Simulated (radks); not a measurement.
Values are calculated unless marked as measured or tabulated.
The zinc ion Zn8+, 22 electrons, occupied as [Ar] 3d4. Level of theory: Dirac Kohn-Sham, LB94 model potential, spin-unpolarised, spherical densities, finite nucleus; open shells fill j = l - 1/2 first; Fermi nuclear charge, rms radius 3.9283 fm (a radial shooting solver on a logarithmic mesh with Libxc functionals).

Spin-orbit splittings of the eigenvalues, e(l+1/2) - e(l-1/2), with zeta = 2 splitting/(2l+1) and mean radii in bohr:

| shell | occ. | splitting (eV) | zeta (eV) | <r> j=l-1/2 | <r> j=l+1/2 |
|---|---|---|---|---|---|
| 2p | 6 | 24.28 | 16.18 | 0.1949 | 0.1983 |
| 3p | 6 | 3.695 | 2.463 | 0.6487 | 0.6567 |
| 3d | 4 | ? | ? | 0.6468 | 0.6492 |

Estimate the 3d splitting.

Answer. 0.6066 eV (zeta = 0.2426 eV).
